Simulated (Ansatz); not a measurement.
Reaction (redistribution): `FC(F)O[SiH3]` + `CC[SiH](O)P` → `C[SiH2]OC(F)F` + `C[SiH](O)P`

Program: Ansatz. Geometries: PBE0-D4/def2-TZVP. ΔE: electronic, gas phase. CCSD(T)/CBS is the MP2 limit (def2-TZVPP, def2-QZVPP) plus CCSD(T) − MP2 in def2-TZVPP, frozen cores. Functionals use def2-TZVPP. One conformer a species, not always the lowest.

```csv
level,ΔE (kcal/mol)
r2SCAN-D4,-16.1
ωB97X-V,-14.5
```

Question: What does CCSD(T)/CBS give? (Estimate.)

Answer: Computed: -14.6 kcal/mol. The listed levels differ from it by -1.5, 0.1 kcal/mol.

Largest T1 diagnostic among the species: 0.012.
